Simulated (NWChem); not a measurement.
System: CHClFNOSi; SMILES O=C=N[Si@@H](F)Cl

```xyz
7

O      0.3564    -3.3266     0.2388
C      0.1093    -2.2046     0.0584
N     -0.1469    -1.0471    -0.1277
Si    -0.4609     0.5924    -0.4240
F     -1.7071     1.0390     0.4906
Cl     1.1568     1.7086     0.1261
H     -0.7962     0.8260    -1.8384
```
Atoms are numbered in this order, from 1.

Results from NWChem. Structure relaxed at the PBE0/def2-SVP level. GIAO values for the isolated, static molecule; σ is the absolute isotropic shielding, δ = σ(reference) − σ with the isolated reference molecule computed at the same levels (13C: tetramethylsilane, 19F: trichlorofluoromethane, 1H: tetramethylsilane, 15N: ammonia, 17O: water, 29Si: tetramethylsilane).

Task: Among these, which level gives the lowest value of “δ N3 (ppm)”?
A. BHandHLYP/pcSseg-1
B. KT2/pcSseg-1
C. PBE0/pcSseg-1

Result: A, BHandHLYP/pcSseg-1. Values: BHandHLYP/pcSseg-1 48.8; PBE0/pcSseg-1 54.2; KT2/pcSseg-1 54.4
